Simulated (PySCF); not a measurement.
H5F2GeNSi, singlet, at a GFN2-xTB geometry. Base run: HF/6-31G, polarisability (PySCF).

The PySCF input:
```python
from pyscf import gto, scf
from pyscf.prop import polarizability

mol = gto.M(
    atom='''
Si    1.417642    0.442649    0.292136
F     2.609808   -0.458410    0.852105
F     1.566858    0.389110   -1.292772
N    -0.051024   -0.337046    0.683064
Ge   -1.640319   -0.125756   -0.187851
H     1.630364    1.807283    0.709542
H    -0.089181   -0.768212    1.592225
H    -2.581193   -1.099582    0.445789
H    -1.412719   -0.410130   -1.632186
H    -2.136900    1.280757   -0.009495
''',
    basis='6-31g',
    charge=0,
    spin=0,
    verbose=4,
)

mf = scf.RHF(mol)
mf.kernel()
alpha = mf.Polarizability().polarizability()[2, 2]
print('alpha_zz =', alpha)
```

Each row names what was changed in the base input (with any setting that the change needs).

| change | alpha_zz (bohr³) | basis functions | core-seconds (rough) |
|---|---|---|---|
| base | 36.95 | 77 | 4 |
| functional = lda,vwn | (withheld) | 77 | 10 |
| functional = camb3lyp | 40.40 | 77 | 60 |
| finite field (a.u.) = 0.05; conv_tol = 1e-11 | 37.25 | 77 | 3 |
| finite field (a.u.) = 0.02; conv_tol = 1e-11 | 36.99 | 77 | 2 |
| finite field (a.u.) = 0.001; conv_tol = 1e-6 | 36.88 | 77 | 3 |
| basis = cc-pVDZ | 42.58 | 112 | 8 |
| functional = pbe0 | 40.77 | 77 | 20 |
| finite field (a.u.) = 2e-4; conv_tol = 1e-11 | 36.95 | 77 | 3 |
| finite field (a.u.) = 0.005; conv_tol = 1e-11 | 36.95 | 77 | 3 |
| functional = pbe | 42.65 | 77 | 20 |
| finite field (a.u.) = 0.001; conv_tol = 1e-11 | 36.95 | 77 | 4 |

### Question
What belongs in the gaps?

### Answer

- functional = lda,vwn, alpha_zz (bohr³): 43.18

Finite-field rows take the second difference of the energy in a field along z; a small field with loose convergence shows SCF noise divided by the square of the field, and a large one adds hyperpolarisability.
